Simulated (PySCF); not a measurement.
# Electron correlation in Hf⁺ (hafnium, charge +1)

[Xe] 4f14 5d1 6s1 6p1, one real determinant (an excited configuration). Calculation: PySCF 2.14, in x2c-TZVPPall; scalar relativity by spin-free X2C-1e. Frozen: [Xe] 4f14; 3 electrons correlated.

```json
{"level": "CCSD", "correlation energy (mhartree)": "-11.12"}
{"level": "(T)", "correlation energy (mhartree)": "-0.24"}
{"level": "CCSD(T)", "correlation energy (mhartree)": "-11.36"}
```

Diagnostics: T1 = 0.021, D1 = 0.0494, largest double amplitude 0.087.

The real determinant used has ⟨L²⟩ near 8 against 12 for a pure F term, so it mixes terms. Spin-orbit coupling, absent here, splits the open shell strongly.

Cost of the coupled-cluster step: about 7 core-seconds, for 3 correlated electrons.

The basis was made for the ground configuration and has no added diffuse functions, which can raise the energy of the promoted electron.

The reference is one real determinant that mixes LS terms of this configuration.
